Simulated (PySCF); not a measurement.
# Spin states of GaB

Unrestricted PBE0; Ga aug-pcseg-1, B aug-pcseg-1; no relativity (PySCF 2.14). Outer shells of the fragments: Ga 3d10 4s2 4p1; B 2s2 2p1.

Followed along the bond (rough minima from three points):

```tsv
2Ms+1	unpaired	⟨S²⟩ at the start	R at minimum (Å)	Te (eV)
3	σ ↑, π ↑	2.00	2.24	0.00
3	π ↑↑	2.10	2.04	0.03
1	σ ↓, π ↑	1.01	2.24	0.17
1	π ↑↓	1.00	2.06	0.28
1	none	0.00	2.08	0.99
```

Solutions found at the starting distance of 2.020 Å, counted from the lowest of them; the search is not exhaustive and high or unbound solutions are not listed, so other states can lie among these:

| 2Ms+1 | unpaired | term | E (eV) | ⟨S²⟩ | ⟨Lz²⟩ | μ (D) |
| --- | --- | --- | --- | --- | --- | --- |
| 3 | π ↑↑ | ³Σ⁻ | 0.00 | 2.10 | 0.00 | -1.69 |
| 3 | σ ↑, π ↑ | ³Π | 0.17 | 2.00 | 1.00 | -0.81 |
| 1 | π ↑↓ | mixed | 0.25 | 1.00 | 2.01 | -1.74 |
| 1 | σ ↓, π ↑ | mixed | 0.35 | 1.01 | 1.00 | -0.99 |
| 1 | none | mixed | 0.97 | 0.00 | 2.00 | -1.59 |
| 3 | σ ↑↑, π ↑↓ | mixed | 2.14 | 3.01 | 2.01 | -2.01 |

A term symbol is given only where ⟨S²⟩ and ⟨Lz²⟩ are close to those of a pure state; real π, δ and φ orbitals otherwise mix terms. A positive dipole means Ga(−)B(+).

Problem. Compare the gap between the two lowest followed solutions at the starting distance with the gap between their minima.

Solution. At PBE0 the second solution (triplet, unpaired electrons π ↑↑) lies -0.17 eV from the first (triplet, unpaired electrons σ ↑, π ↑) at 2.020 Å and +0.03 eV at the minima; the two curves relax by different amounts, since their minima lie near 2.04 and 2.24 Å. A gap this small is a tie at this level.

Spin–orbit coupling is left out. Counting both spins, an empty level lies below a filled one in some of these solutions, because spin and occupation are held.
